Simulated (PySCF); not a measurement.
**Frontier levels across methods**

Compound: C3H7BF2.
Structure used (PBE0-D3(BJ)/def2-SVP), in Å, numbered top down from 1:
```
atom  x, y, z in Å
C1    -0.3242    1.3698    0.1441
C2    -0.0053   -0.0226   -0.4152
B3     1.5127   -0.3285   -0.1517
F4     2.4173    0.0371   -1.0451
C5    -0.8814   -1.0866    0.2088
F6    -0.5024   -2.3270   -0.2548
H7     0.2650    2.1489   -0.3614
H8    -1.3886    1.6209    0.0070
H9    -0.1070    1.4347    1.2231
H10   -0.1800   -0.0171   -1.5058
H11    1.9264   -0.8284    0.8729
H12   -0.7784   -1.0823    1.3089
H13   -1.9473   -0.9358   -0.0376
```

Basis pcSseg-1 throughout (PySCF), one geometry. One conformer (not necessarily the lowest) at the PBE0-D3(BJ)/def2-SVP geometry, without solvent, vibrations or thermal averaging.

Question: How do the orbital energies, the gap and the dipole change with the method?

Answer: 
```tsv
method	kind	HOMO (eV)	LUMO (eV)	gap (eV)	μ (D)	SCF cycles
BLYP	GGA	-7.03	-1.54	5.49	2.25	14
OPBE	GGA	-7.03	-1.45	5.59	2.26	14
PBE	GGA	-7.08	-1.68	5.40	2.27	14
B97-D	GGA	-7.14	-1.47	5.68	2.31	14
LDA	LDA	-7.17	-2.00	5.17	2.39	14
KT2	GGA	-7.20	-1.73	5.47	2.30	14
BP86	GGA	-7.20	-1.72	5.48	2.30	14
KT3	GGA	-7.25	-1.61	5.65	2.25	14
B3LYP	global hybrid	-8.38	-0.88	7.50	2.40	12
HF	Hartree–Fock	-12.16	3.08	15.25	2.74	10
```

The HOMO spans 5.14 eV, from BLYP down to HF, and the gap runs from 5.17 eV (LDA) to 15.25 eV (HF). Over the methods BLYP (0 %), OPBE (0 %), PBE (0 %), B97-D (0 %), LDA (0 %), KT2 (0 %), BP86 (0 %), KT3 (0 %), B3LYP (20 %), HF (100 %), a straight line through the gap against the share of exact exchange rises by 0.98 eV for each 10 % (correlation coefficient 0.999). The dipole ranges from 2.25 D (KT3) to 2.74 D (HF). This basis has no diffuse functions.
